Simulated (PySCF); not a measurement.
# Molecular orbitals of KF⁻

UHF at R = 2.313 Å; basis K def2-SVPD, F def2-SVPD; no relativity; PySCF 2.14. State: ²Σ⁺ (doublet), unpaired electrons σ ↑. Only the outer orbitals are listed, counted within each symmetry.

| spin | orbital | occ. | ε (eV) | on K (%) | main shells (%) |
| --- | --- | --- | --- | --- | --- |
| α | 6σ | 1 | -31.84 | 1 | 99 F s |
| α | 2π | 1 | -21.49 | 100 | 100 K p |
| α | 2π | 1 | -21.49 | 100 | 100 K p |
| α | 7σ | 1 | -21.21 | 99 | 99 K p |
| α | 8σ | 1 | -8.33 | 2 | 98 F p |
| α | 3π | 1 | -8.13 | 0 | 100 F p |
| α | 3π | 1 | -8.13 | 0 | 100 F p |
| α | 9σ | 1 | -0.31 | 100 | 72 K s, 28 K p |
| α | 4π | 0 | 3.12 | 102 | 101 K p |
| α | 4π | 0 | 3.12 | 102 | 101 K p |
| α | 10σ | 0 | 3.52 | 100 | 60 K p, 38 K s |
| β | 6σ | 1 | -31.83 | 1 | 99 F s |
| β | 2π | 1 | -21.48 | 100 | 100 K p |
| β | 2π | 1 | -21.48 | 100 | 100 K p |
| β | 7σ | 1 | -21.17 | 99 | 99 K p |
| β | 8σ | 1 | -8.31 | 2 | 98 F p |
| β | 3π | 1 | -8.13 | 0 | 100 F p |
| β | 3π | 1 | -8.13 | 0 | 100 F p |
| β | 9σ | 0 | 3.11 | 98 | 95 K s |
| β | 4π | 0 | 3.61 | 101 | 101 K p |
| β | 4π | 0 | 3.61 | 101 | 101 K p |

**Question.** Which are the highest filled and the lowest empty level, where do they sit, and how wide is the gap?

**Answer.** Highest filled α 9σ at -0.31 eV (in %: 72 K s, 28 K p); lowest empty β 9σ at 3.11 eV (in %: 95 K s); the gap at UHF is 3.42 eV. An empty level above zero is unbound, and its energy depends on the basis.

- bond order (Mayer): -0.01
- ⟨S²⟩: 0.750
- charge on K (Mulliken, basis-dependent): -0.05
- charge on K (Löwdin, basis-dependent): 0.01
- dipole moment (positive dipole points towards F; it is taken about the centre of mass and depends on that origin): 3.70 D

Shares are Mulliken populations and can fall outside 0 to 100 %.

The state is the lowest determinant that a PBE0 search found; another state may lie lower at other levels.
